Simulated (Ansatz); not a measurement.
Total energies of the cluster ScAlN₂ (the lowest singlet isomer of a short search) from Ansatz at PBE0-D4/def2-TZVP, gas phase (1 Eh = 27.2114 eV = 2625.5 kJ/mol). The reference geometry is relaxed at PBE0-D4/def2-TZVP.

```xyz
4

Al   -0.548    0.971   -0.307
Sc    0.602   -1.066    0.337
N    -1.083   -0.297    0.780
N     1.029    0.392   -0.811
```

```csv
state,geometry,energy (Eh)
charge 0 singlet,reference,-1112.20081
charge 1 doublet,reference,-1111.93300
charge 1 doublet,relaxed at PBE0-D4/def2-TZVP,-1111.94906
charge 0 triplet,relaxed at PBE0-D4/def2-TZVP,-1112.20038
charge 0 quintet,relaxed at PBE0-D4/def2-TZVP,-1112.14914
free Al atom (doublet),–,-242.24894
free Sc atom (doublet),–,-760.41828
free N atom (quartet),–,-54.54382
```

Problem. Work out the vertical ionisation energy to the doublet.

Solution. E(charge 1 doublet) − E(charge 0 singlet) = -1111.93300 − (-1112.20081) = 0.26781 Eh = 7.29 eV. For comparison, −ε of the highest occupied level is 5.56 eV at this level, 1.73 eV less.

Problem. How much does the charge 1 doublet relax, and what is the adiabatic ionisation energy?

Solution. Relaxation: -1111.93300 − (-1111.94906) = 0.01606 Eh = 0.44 eV. Adiabatic ionisation energy: 0.25175 Eh = 6.85 eV, without zero-point energy. 

Problem. Which of the charge 0 states is lowest, and how far above it are the others?

Solution. The singlet, but by less than the method's error, so the order isn't settled. triplet: -1112.20038 − (-1112.20081) = 0.00043 Eh = 1.1 kJ/mol; quintet: -1112.14914 − (-1112.20081) = 0.05167 Eh = 135.7 kJ/mol.

Problem. What is the binding energy per atom against free atoms?

Solution. Atoms: 1 × (-242.24894) + 1 × (-760.41828) + 2 × (-54.54382) = -1111.75486 Eh. Binding: -1111.75486 − (-1112.20081) = 0.44595 Eh = 12.13 eV, or 3.03 eV for each of 4 atoms (no zero-point energy, no counterpoise term).

The structure comes from a short search, and lower isomers may exist.
